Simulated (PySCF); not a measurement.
Species: C8H8O2S.
Z-matrix (Å and degrees, PBE0-D3(BJ)/def2-SVP geometry), rows numbered from 1:
```
C 
C   1  1.3285
S   2  1.7766  1  119.63
O   3  1.4620  2  107.89  1     1.85
O   3  1.4605  2  106.76  1  -130.62
C   3  1.7815  2  103.51  1   116.07
C   6  1.3932  3  118.72  2    92.55
C   7  1.3932  6  118.69  3   179.81
C   8  1.3950  7  120.03  6    -0.33
C   9  1.3961  8  120.51  7    -0.34
C  10  1.3921  9  120.05  8     0.37
H   1  1.0945  2  119.65  3    -2.73
H   1  1.0927  2  121.32  3   176.58
H   2  1.0934  1  125.61  3  -176.15
H   7  1.0920  6  119.43  3     1.04
H   8  1.0923  7  119.84  6  -179.76
H   9  1.0926  8  119.76  7  -179.83
H  10  1.0923  9  120.10  8  -179.10
H  11  1.0919  6  119.54  3    -0.77
```

Method used: PBE0-D3(BJ)/def2-SVP geometry optimisation, gas phase (PySCF 2.14.0).

Take the most abundant isotopes and a rigid rotor. The values belong to one conformer with, in the numbering `[CH2:1]=[CH:2][S:3](=[O:4])(=[O:5])[c:6]1[cH:7][cH:8][cH:9][cH:10][cH:11]1`, C1–C2–S3–O4 2°, C2–S3–C6–C7 93°.

(1) What are A, B and C (MHz)?

(2) Classify the top.

(3) Is it planar, by Δ = Ic − Ia − Ib?

(4) List the rotational levels J(Ka,Kc) to J = 2 (MHz).

(5) Predict some low-J microwave lines.

(6) Estimate the classical rotational partition function at 50 K, 100 K and 200 K.

## Answers

(1) Ia = 258.93, Ib = 735.51, Ic = 808.90 u·Å²; 505379 MHz·u·Å²/I gives A = 1952, B = 687.1, C = 624.8 MHz.

(2) A near-prolate asymmetric top. Ray's parameter κ = (2B − A − C)/(A − C) = -0.906; −1 is the prolate and +1 the oblate limit.

(3) Not planar: Δ = Ic − Ia − Ib = -185.54 u·Å². For a rigid frame Δ = −2 Σ m c², so Σ m c² = 92.77 u·Å² lies off the ab plane: 11.54 from hydrogen and 81.23 from heavier atoms. The atom farthest from that plane is 2.14 Å away.

(4) Above 0(0,0):
J = 1: 1(0,1) 1312, 1(1,1) 2577, 1(1,0) 2639
J = 2: 2(0,2) 3933, 2(1,2) 5138, 2(1,1) 5325, 2(2,1) 9119, 2(2,0) 9121
Those of J = 1 are B + C, A + C and A + B.

(5) The dipole components are |μa| = 2.65 D, |μb| = 2.14 D, |μc| = 3.41 D. Intensities carry the squares of the components, which stand as 0.60 : 0.40 : 1.00 (a : b : c). Some of the stronger lines:

```
type  branch         J(Ka,Kc)   MHz  lower level (cm⁻¹)
   b       Q  1(1,0) ← 1(0,1)  1327               0.044
   b       R  2(0,2) ← 1(1,1)  1357               0.086
   a       R  2(1,2) ← 1(1,1)  2561               0.086
   b       R  1(1,1) ← 0(0,0)  2577               0.000
   a       R  2(1,1) ← 1(1,0)  2686               0.088
   c       Q  2(2,1) ← 2(1,1)  3794               0.178
   b       Q  2(2,0) ← 2(1,1)  3796               0.178
   b       Q  2(2,1) ← 2(1,2)  3981               0.171
   c       R  2(2,0) ← 1(1,0)  6482               0.088
   c       R  2(2,1) ← 1(1,1)  6542               0.086
```

(6) Point group C1, symmetry number σ = 1; q = (√π/σ)·√((kT/h)³/(ABC)), k/h = 20836.6 MHz/K: 65100 at 50 K, 184000 at 100 K, 521000 at 200 K.

No PBE0-D3(BJ)/def2-SVP frequencies stand behind this structure, so it isn't proved a minimum. No vibrational averaging or centrifugal distortion is included, and the geometry carries the error of its method.
